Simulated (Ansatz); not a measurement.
A structure relaxed at PBE-D4/def2-SVP in Ansatz, charge 0, singlet:

Cartesian coordinates in Å:
```
Bi -0.872 -0.113 1.961
Bi 0.892 0.128 -1.990
Cl 0.142 2.465 -2.337
Cl 1.397 0.666 1.047
Cl -0.574 0.853 4.242
Cl -0.248 -2.461 2.446
Cl 0.578 -0.744 -4.307
Cl -1.315 -0.793 -1.061
```

**Question.** Give its formula.

**Answer.** Bi2Cl6.

**Question.** Summarise the bond lengths by kind (pairs closer than 1.2 times the sum of covalent radii, bridged metal pairs left out).

**Answer.** 6 × Bi–Cl 2.48 to 2.57 Å.

In the def2 sets Bi takes a core potential; there is no spin–orbit coupling. Another isomer (singlet) lies 0.07 eV lower at PBE0-D4/def2-TZVP; other spin states weren't run for this one.
